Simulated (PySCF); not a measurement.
These 3 structures share the formula C7H10N2S. Method: PySCF 2.14.0, PBE0-D3(BJ)/def2-SVP geometry optimisation, gas phase. Energies are electronic, without zero-point or thermal terms, for one conformer each. No frequencies were run at this level. Point groups hold within 0.08 Å.

Task: Order them by energy at this level, lowest first, and give relative energies in kJ/mol.
A. `[CH2:1]=[C:2]([CH2:3][CH3:4])[c:5]1[n:6][c:7]([CH3:8])[n:9][s:10]1` with C1–C2–C3–C4 110°, C1–C2–C5–N6 168°
B. `[cH:1]1[n:2][s:3][cH:4][c:5]1[N:6]1[CH2:7][CH2:8][CH2:9][CH2:10]1` with C4–C5–N6–C7 -173°, C5–N6–C7–C8 166°, N6–C7–C8–C9 29°, C7–C8–C9–C10 -37°, C8–C9–C10–N6 31°
C. `[CH3:1][S:2][c:3]1[cH:4][cH:5][n:6][n:7]1[CH:8]1[CH2:9][CH2:10]1` with C1–S2–C3–C4 10°, N6–N7–C8–C9 37°

Result: A (0.0), B (8.7), C (95.7).

As drawn, the lowest has a C=C bond outside aromatic rings, which the highest lacks; the highest has a three-membered ring and an N–N linkage, which the lowest lacks. Neighbours under 10 kJ/mol apart (C=C(CC)c1nc(C)ns1 and c1nscc1N1CCCC1) can change places with a better method, another conformer or zero-point energy.

```json
{"SMILES": "C=C(CC)c1nc(C)ns1", "E (Eh)": "-779.47765", "E rel (kJ/mol)": "0.0", "dipole (D)": "1.75", "point group": "C1", "A, B, C (MHz)": "1815, 887.7, 639.9"}
{"SMILES": "c1nscc1N1CCCC1", "E (Eh)": "-779.47434", "E rel (kJ/mol)": "8.7", "dipole (D)": "4.29", "point group": "C1", "A, B, C (MHz)": "3590, 640.3, 554.8"}
{"SMILES": "CSc1ccnn1C1CC1", "E (Eh)": "-779.44119", "E rel (kJ/mol)": "95.7", "dipole (D)": "2.28", "point group": "near Cs", "A, B, C (MHz)": "1984, 870.7, 639.3"}
```

Task: As an exercise, what shares would exp(−E/RT) give at 500 K from these electronic energies alone (no entropy, no degeneracies)?

Result: RT = 4.157 kJ/mol: C=C(CC)c1nc(C)ns1 89.0 %, c1nscc1N1CCCC1 11.0 %, CSc1ccnn1C1CC1 under 0.1 %.
